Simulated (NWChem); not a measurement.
System: C$_{3}$H$_{4}$F$_{2}$O; SMILES O=CCC(F)F

Input file for NWChem:

```
start job
memory heap 200 mb stack 900 mb global 1100 mb
geometry units angstroms noautoz
  O      0.527570    -2.056925    -0.515461
  C     -0.232483    -1.709293     0.359757
  C     -0.708843    -0.285046     0.559116
  C      0.042253     0.726998    -0.283749
  F     -0.582435     1.941878    -0.185799
  F      1.310937     0.868873     0.199631
  H     -0.656214    -2.446420     1.076322
  H     -0.623397    -0.006893     1.617500
  H     -1.779885    -0.245684     0.314415
  H      0.106521     0.453636    -1.340226
end
basis spherical
  * library def2-svp
end
dft
  xc b3lyp
  iterations 150
  mulliken
end
task dft energy
```

NWChem printed, in part:

```
             Northwest Computational Chemistry Package (NWChem) 7.3.0
             --------------------------------------------------------

 C1  symmetry detected

                             Geometry "geometry" -> ""
                             -------------------------

 Output coordinates in angstroms (scale by  1.889725989 to convert to a.u.)

  No.       Tag          Charge          X              Y              Z
 ---- ---------------- ---------- -------------- -------------- --------------
    1 O                    8.0000     0.45524529    -2.05357153    -0.49648039
    2 C                    6.0000    -0.41591347    -1.67385127     0.25280596
    3 C                    6.0000    -0.84603367    -0.22839951     0.39705651
    4 C                    6.0000     0.07918855     0.74988696    -0.29987899
    5 F                    9.0000    -0.49154134     1.99476902    -0.28259391
    6 F                    9.0000     1.26038801     0.82183087     0.38051482
    7 H                    1.0000    -0.98451452    -2.39361012     0.88130386
    8 H                    1.0000    -0.91611181     0.03656241     1.45994458
    9 H                    1.0000    -1.86122810    -0.13151216    -0.01349435
   10 H                    1.0000     0.29682353     0.48191606    -1.33710000

 Effective nuclear repulsion energy (a.u.)     241.2080872117

                                 NWChem DFT Module
                                 -----------------

 Summary of "ao basis" -> "ao basis" (spherical)
 ------------------------------------------------------------------------------
       Tag                 Description            Shells   Functions and Types
 ---------------- ------------------------------  ------  ---------------------
 O                          def2-svp                 6       14   3s2p1d
 C                          def2-svp                 6       14   3s2p1d
 F                          def2-svp                 6       14   3s2p1d
 H                          def2-svp                 3        5   2s1p

            General Information
            -------------------
          SCF calculation type: DFT
          Wavefunction type:  closed shell.
          No. of atoms     :    10
          No. of electrons :    48
           Alpha electrons :    24
            Beta electrons :    24
          Charge           :     0
          Spin multiplicity:     1
          Use of symmetry is: off; symmetry adaption is: off
          Maximum number of iterations: 150
          AO basis - number of functions:   104
                     number of shells:    48
          Convergence on energy requested:  1.00D-06
          Convergence on density requested:  1.00D-05
          Convergence on gradient requested:  5.00D-04

              XC Information
              --------------
                         B3LYP Method XC Potential
                     Hartree-Fock (Exact) Exchange  0.200
                        Slater Exchange Functional  0.800 local
                    Becke 1988 Exchange Functional  0.720 non-local
              Lee-Yang-Parr Correlation Functional  0.810
                  VWN I RPA Correlation Functional  0.190 local

             Grid Information
             ----------------
          Grid used for XC integration:  medium
          Radial quadrature: Mura-Knowles
          Angular quadrature: Lebedev.
          Tag              B.-S. Rad. Rad. Pts. Rad. Cut. Ang. Pts.
          ---              ---------- --------- --------- ---------
          O                   0.60       49           9.0       434
          C                   0.70       49          10.0       434
          F                   0.50       49          11.0       434
          H                   0.35       45          10.0       434
          Grid pruning is: on
          Number of quadrature shells:   474
          Spatial weights used:  Erf1

      Superposition of Atomic Density Guess
      -------------------------------------

 Sum of atomic energies:        -388.14772422

      Non-variational initial energy
      ------------------------------

 Total energy =    -390.651568
 1-e energy   =   -1014.153772
 2-e energy   =     382.294117
 HOMO         =      -0.324191
 LUMO         =      -0.020606

     ---------------------------------------------
      Total Density - Mulliken Population Analysis
     ---------------------------------------------

    Atom       Charge   Shell Charges
 -----------   ------   -------------------------------------------------------
    1 O    8     8.71   1.99  1.13  0.68  3.06  1.83  0.01
    2 C    6     5.36   1.99  0.94  0.27  1.53  0.55  0.08
    3 C    6     6.28   1.99  0.98  0.16  2.08  1.05  0.02
    4 C    6     5.08   1.99  0.88  0.20  1.44  0.48  0.10
    5 F    9     9.44   1.99  1.14  0.78  3.46  2.07  0.00
    6 F    9     9.44   1.99  1.14  0.78  3.46  2.07  0.00
    7 H    1     0.96   0.70  0.24  0.02
    8 H    1     0.88   0.66  0.20  0.02
    9 H    1     0.86   0.64  0.19  0.02
   10 H    1     0.99   0.73  0.24  0.02

   convergence    iter        energy       DeltaE   RMS-Dens  Diis-err
 ---------------- ----- ----------------- --------- --------- ---------
 d= 0,ls=0.0,diis     1   -391.1272276213 -6.32D+02  2.86D-02  1.63D+00
 d= 0,ls=0.0,diis     2   -390.7262066259  4.01D-01  2.01D-02  6.06D+00
 d= 0,ls=0.0,diis     3   -391.3097091189 -5.84D-01  3.50D-03  1.47D-01
 d= 0,ls=0.0,diis     4   -391.3195234917 -9.81D-03  1.45D-03  4.62D-02
 d= 0,ls=0.0,diis     5   -391.3237078206 -4.18D-03  2.68D-04  2.01D-03
  Resetting Diis
 d= 0,ls=0.0,diis     6   -391.3238677878 -1.60D-04  5.22D-05  4.58D-05
 d= 0,ls=0.0,diis     7   -391.3238726751 -4.89D-06  3.73D-05  3.17D-06
 d= 0,ls=0.0,diis     8   -391.3238719574  7.18D-07  2.30D-05  1.02D-05
 d= 0,ls=0.0,diis     9   -391.3238730211 -1.06D-06  4.34D-06  3.53D-07
 d= 0,ls=0.0,diis    10   -391.3238730551 -3.40D-08  5.79D-07  4.41D-09

         Total DFT energy =     -391.323873055128
      One electron energy =    -1017.186394538816
           Coulomb energy =      431.908473635077
    Exchange-Corr. energy =      -47.254039363047
 Nuclear repulsion energy =      241.208087211657

 Numeric. integr. density =       48.000006875328

                       DFT Final Molecular Orbital Analysis
                       ------------------------------------

 Vector   22  Occ=2.000000D+00  E=-3.873488D-01
              MO Center= -1.8D-01, -1.2D+00, -3.3D-02, r^2= 2.8D+00
   Bfn.  Coefficient  Atom+Function         Bfn.  Coefficient  Atom+Function
  ----- ------------  ---------------      ----- ------------  ---------------
     6      0.314710   1 O  pz                4      0.300828   1 O  px
    95      0.212764   9 H  s                 9      0.203722   1 O  pz
    34     -0.201717   3 C  pz                7      0.198013   1 O  px
    20      0.190960   2 C  pz               90     -0.188783   8 H  s
    18      0.166747   2 C  px               32     -0.144868   3 C  px

 Vector   23  Occ=2.000000D+00  E=-3.490178D-01
              MO Center=  1.3D-01,  7.1D-01, -1.4D-01, r^2= 2.4D+00
   Bfn.  Coefficient  Atom+Function         Bfn.  Coefficient  Atom+Function
  ----- ------------  ---------------      ----- ------------  ---------------
    31      0.320214   3 C  s                76      0.314588   6 F  pz
    62      0.292547   5 F  pz              100     -0.280877  10 H  s
    48      0.257670   4 C  pz               79     -0.215098   6 F  pz
    32      0.200709   3 C  px               65     -0.200780   5 F  pz
    74     -0.175685   6 F  px              101     -0.158577  10 H  s

 Vector   24  Occ=2.000000D+00  E=-2.791194D-01
              MO Center=  3.7D-02, -1.8D+00, -1.5D-01, r^2= 2.0D+00
   Bfn.  Coefficient  Atom+Function         Bfn.  Coefficient  Atom+Function
  ----- ------------  ---------------      ----- ------------  ---------------
     5      0.531869   1 O  py                8      0.381159   1 O  py
    31     -0.368138   3 C  s                85      0.250122   7 H  s
    33      0.239998   3 C  py               86      0.200678   7 H  s
    36      0.192862   3 C  py                6     -0.162482   1 O  pz
    19     -0.142534   2 C  py               22      0.111174   2 C  py

 Vector   25  Occ=0.000000D+00  E=-4.749519D-02
              MO Center= -2.4D-01, -1.7D+00,  7.5D-02, r^2= 1.8D+00
   Bfn.  Coefficient  Atom+Function         Bfn.  Coefficient  Atom+Function
  ----- ------------  ---------------      ----- ------------  ---------------
    23      0.406239   2 C  pz               20      0.384390   2 C  pz
    21      0.361695   2 C  px               18      0.351781   2 C  px
     9     -0.327151   1 O  pz                6     -0.314497   1 O  pz
     7     -0.297684   1 O  px                4     -0.285310   1 O  px
    96      0.228295   9 H  s                45     -0.193293   4 C  s

 Vector   26  Occ=0.000000D+00  E= 5.384923D-02
              MO Center= -1.4D+00, -7.9D-01,  8.4D-01, r^2= 4.7D+00
   Bfn.  Coefficient  Atom+Function         Bfn.  Coefficient  Atom+Function
  ----- ------------  ---------------      ----- ------------  ---------------
    31      1.926650   3 C  s                96     -1.218584   9 H  s
    91     -1.159896   8 H  s                86     -1.094380   7 H  s
    17      0.475127   2 C  s                23      0.387854   2 C  pz
    35     -0.373853   3 C  px               21     -0.342479   2 C  px
    36      0.340795   3 C  py               22     -0.302929   2 C  py

 Vector   27  Occ=0.000000D+00  E= 7.413315D-02
              MO Center= -7.1D-01, -2.1D-01, -5.3D-01, r^2= 5.6D+00
   Bfn.  Coefficient  Atom+Function         Bfn.  Coefficient  Atom+Function
  ----- ------------  ---------------      ----- ------------  ---------------
   101      1.356220  10 H  s                96      1.201735   9 H  s
    17      1.047009   2 C  s                45     -1.031167   4 C  s
    86     -0.807500   7 H  s                35      0.628267   3 C  px
    31     -0.567347   3 C  s                51      0.490200   4 C  pz
    50      0.421214   4 C  py               91     -0.367520   8 H  s

     ---------------------------------------------
      Total Density - Mulliken Population Analysis
     ---------------------------------------------

    Atom       Charge   Shell Charges
 -----------   ------   -------------------------------------------------------
    1 O    8     8.19   1.99  1.11  0.67  2.82  1.58  0.02
    2 C    6     5.88   1.99  0.95  0.24  1.98  0.63  0.09
    3 C    6     6.04   1.98  0.93  0.08  2.17  0.84  0.03
    4 C    6     5.56   1.99  0.95  0.09  1.95  0.47  0.12
    5 F    9     9.23   1.99  1.14  0.78  3.35  1.97  0.01
    6 F    9     9.23   1.99  1.14  0.78  3.35  1.96  0.01
    7 H    1     0.99   0.76  0.22  0.02
    8 H    1     0.95   0.74  0.19  0.02
    9 H    1     0.95   0.74  0.19  0.02
   10 H    1     0.99   0.77  0.20  0.02

     -------------------------------------------
      Total Density - Lowdin Population Analysis
     -------------------------------------------

    Atom       Charge   Shell Charges
 -----------   ------   -------------------------------------------------------
    1 O    8     8.13   1.97  0.93  0.65  2.68  1.86  0.03
    2 C    6     5.87   1.96  0.62  0.31  1.78  1.00  0.20
    3 C    6     6.10   1.96  0.61  0.30  1.97  1.19  0.08
    4 C    6     5.79   1.96  0.61  0.30  1.75  0.92  0.26
    5 F    9     9.11   1.98  1.02  0.75  3.23  2.13  0.01
    6 F    9     9.10   1.98  1.02  0.74  3.23  2.12  0.01
    7 H    1     1.00   0.65  0.28  0.07
    8 H    1     0.95   0.63  0.25  0.07
    9 H    1     0.94   0.62  0.25  0.07
   10 H    1     0.99   0.66  0.26  0.07

     Multipole analysis of the density
     ---------------------------------

     L   x y z        total         alpha         beta         nuclear
     -   - - -        -----         -----         ----         -------
     0   0 0 0     -0.000000    -24.000000    -24.000000     48.000000

     1   1 0 0     -1.012130     -0.506065     -0.506065     -0.000000
     1   0 1 0     -0.239835     -0.119917     -0.119917      0.000000
     1   0 0 1      0.283071      0.141535      0.141535      0.000000

     2   2 0 0    -24.846762    -63.955043    -63.955043    103.063325
     2   1 1 0      2.418000     -1.330788     -1.330788      5.079576
     2   1 0 1     -0.482356      2.628932      2.628932     -5.740221
     2   0 2 0    -29.206889   -196.916504   -196.916504    364.626118
     2   0 1 1     -2.162159      1.121377      1.121377     -4.404913
     2   0 0 2    -23.400690    -30.553611    -30.553611     37.706532
```

Level: B3LYP/def2-SVP. Coordinates come from a B3LYP/6-31G* (spherical d) optimisation.
